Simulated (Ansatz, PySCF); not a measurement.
Dimer: GeH4 (SMILES [GeH4]) (first 5 atoms) with H2Se (SMILES [SeH2]); geometry from B3LYP-D3(BJ)/def2-TZVP, rigid monomers moved along the line of their centres of mass till Ge1···Se6 is 3.56 Å.
(charge 0, multiplicity 1):
```xyz
8

Ge     0.11058     0.05084    -0.08422
H     -1.40388     0.02942     0.15658
H      0.39074     0.12047    -1.59506
H      0.74359    -1.22942     0.48266
H      0.73231     1.27434     0.60333
Se    -0.07916    -0.64465     3.40591
H     -0.28193     0.36611     4.45507
H      1.27995    -0.15040     3.14354
```

Interaction energies are E(AB) − E(A) − E(B) at the monomers' geometry in the complex; basis-set methods are counterpoise corrected. Rows marked so take none.

Rows in 6-31G* carry no dispersion term and start afresh at each structure (6-31G* with six Cartesian d functions); the Pople sets are all-electron and without relativity.

Run with Ansatz (a quantum-chemistry and plane-wave program) with Gaussian orbitals; PySCF for 6-31G* rows, the dispersion terms. Values without a source in brackets are computed.

### Question
Give the interaction energy at the level M06-2X/6-31G* (no counterpoise).

### Answer
-1.0 kcal/mol

### Question
What interaction energy does PBE0-D4/def2-TZVPPD give?

### Answer
-0.6 kcal/mol

### Question
Give the interaction energy at the level B3LYP/6-31G* (no counterpoise).

### Answer
1.8 kcal/mol
